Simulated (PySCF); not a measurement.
**Polarisability and C₆ of Ir (iridium, neutral)**

[Xe] 4f14 5d8 6s1, high-spin 4F determinant (an excited configuration). Computed with PySCF 2.14 in aug-cc-pVTZ-PP with one added diffuse shell each of s, p, d, f, g type with ECP60MDF (7s7p6d4f3g, 113 functions), with a scalar-relativistic core potential. Coupled (time-dependent) response in atomic units; α is the mean over directions.

```json
{"method": "M06-2X", "mean α (bohr³)": "47.15", "C₆ (like pair)": "470.7", "S(−4)": "969.1"}
```

S(−4) is the Cauchy moment in α(ω) = α(0) + S(−4) ω² + …

Spin-orbit coupling is absent.

α(iu) at M06-2X:

```tsv
u (hartree)	α(iu) (bohr³)
0	47.15
0.0500	44.89
0.100	39.55
0.200	28.35
0.300	20.86
0.500	13.14
0.750	8.695
1.00	6.305
1.50	3.821
2.00	2.579
3.00	1.399
5.00	0.5918
```

A single London oscillator, α(iu) = α/(1 + u²/ω²), gives C₆ = (3/4) ω α². Matching the computed C₆ needs ω = 4 × 470.7 / (3 × 47.15²) = 0.282 hartree.

Energies and moments cover only the electrons outside the core potential. Spin-orbit coupling, absent here, splits the open shell strongly.
